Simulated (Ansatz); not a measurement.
`[F][GeH2][Cl]`. The species carries charge 0 and has multiplicity 1.

Z-matrix (Å, degrees):
```
Ge
F 1 1.730
Cl 1 2.133 2 106.4
H 1 1.528 2 107.1 3 -116.6
H 1 1.528 2 107.1 3 116.6
```

(1) List the harmonic frequencies (cm⁻¹, unscaled) at PBE0-D4/def2-TZVP in Ansatz. (Best estimate.)

(2) Is this a minimum?

(3) Give the ideal-gas thermochemistry at 298.15 K and 1 bar (rigid rotor, harmonic oscillator; point group Cs, symmetry number 1).

(4) Rotational constants (cm⁻¹)?

Answers

(1) The calculation gave: 194, 443, 551, 644, 713, 798, 854, 2200, 2215.

(2) Yes, all 9 modes are real.

(3) Zero-point energy 51.5 kJ/mol; H(298) − E = 65.2 kJ/mol; entropy 294.9 J/(mol·K), of which translation 169.5, rotation 106.1, vibration 19.2; G(298) − E = -22.8 kJ/mol.

(4) 0.4212, 0.1154, 0.09407.
